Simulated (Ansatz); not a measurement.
Mulliken charges of H5O3ScSi (`[OH][Sc]([OH])[O][SiH3]`) from PBE/def2-TZVPP in Ansatz (PBE0-D4/def2-TZVP geometry).

```
atom   x (Å)   y (Å)   z (Å)  charge (e)
  O1  -2.365  -1.369  -0.169      -0.496
 Sc2  -0.526  -1.184   0.066       1.041
  O3   0.578  -2.647   0.400      -0.496
  O4   0.248   0.552  -0.037      -0.481
 Si5   0.905   2.034  -0.117       0.302
  H6  -3.299  -1.512  -0.282       0.182
  H7   1.096  -3.428   0.567       0.182
  H8   1.293   2.512   1.240      -0.079
  H9   2.126   2.028  -0.972      -0.078
 H10  -0.056   3.016  -0.695      -0.077
```

Q: By hand: the dipole of these point charges (1 e Å = 4.8032 D).

A: Σ q r = (-0.172, -0.380, 0.020) e Å, of length 0.418 e Å = 2.01 D.

Q: How does the dipole of the full density compare? (Best estimate.)

A: Computed: (-0.187, -0.417, 0.024) e Å, 2.20 D; the point charges give 0.91 times that, at 0° from its direction.

Point charges leave out the atoms' own dipoles, such as those of lone pairs, and Mulliken's split depends on the basis, so the close match here is no proof of good charges.
